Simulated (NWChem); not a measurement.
# CuH3O2; SMILES [OH][Cu]<-[OH2]

```xyz
6

Cu    -0.0028    -0.1367     0.0008
O     -0.0790    -1.8580     0.0110
H      0.7974    -2.2609    -0.0959
O     -0.0383     1.7273     0.0041
H     -0.3865     2.0985     0.8349
H     -0.5777     2.0976    -0.7177
```
Atoms are numbered in this order, from 1.

Level: B3LYP/6-31G* (spherical d) (NWChem), optimised geometry, unscaled harmonic frequencies. 

List the harmonic frequencies with IR intensities, and the thermochemistry.


```csv
frequency (cm⁻¹),IR intensity (km/mol)
127,5.9
137,21.8
177,115.3
465,172.1
492,91.3
637,0.0
735,24.9
791,143.6
1664,96.4
3649,17.4
3728,9.0
3742,110.7
```

- zero-point energy: 23.4 kcal/mol
- thermal correction to the enthalpy at 298.15 K (with zero-point energy): 27.5 kcal/mol
- heat capacity Cv: 16.7 cal/(mol K)
- entropy at 298.15 K and 1 atm (symmetry number 1): 72.1 cal/(mol K)
- dipole moment: 5.80 D

Rigid rotor and harmonic oscillator.
